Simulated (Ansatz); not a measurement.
Computed with Ansatz on PBE0-D4/def2-TZVP structures; ΔE is electronic, products minus reactants. CBS: MP2 limit from def2 TZ/QZ plus the TZ coupled-cluster correction, frozen cores. DFT in def2-TZVPP. For Ge outer-core shells are correlated without core-valence functions, which leaves a few kJ/mol of doubt a bond. Scalar relativity is left out up to krypton. Each species was taken in one conformer, which may not be the lowest.

`[F][GeH]([SH])[Cl]` + `CO[SiH](C)Cl` → `[SH][GeH]([Cl])[Cl]` + `CO[SiH](C)F`  (redistribution)

```csv
species,r2SCAN energy (Eh)
`[F][GeH]([SH])[Cl]`,-3036.52008
`CO[SiH](C)Cl`,-905.38980
`[SH][GeH]([Cl])[Cl]`,-3396.86028
`CO[SiH](C)F`,-545.06910
```

Task: Work out ΔE.

Result: ΔE = (-3396.86028) + (-545.06910) − (-3036.52008) − (-905.38980) = -0.01950 Eh = -12.2 kcal/mol. CCSD(T)/CBS gives -13.1 kcal/mol.

Largest T1 diagnostic among the species: 0.011.

Leaving LDA and LC-ωPBE aside and taking each functional with its dispersion term where it has one, the values, not all of them listed here, spread over 2.8 kcal/mol, from BHLYP-D4 to revPBE-D4. From BLYP to BHLYP (50 % exact exchange), in def2-TZVPP and without D4, ΔE moves by −1.3 kcal/mol.
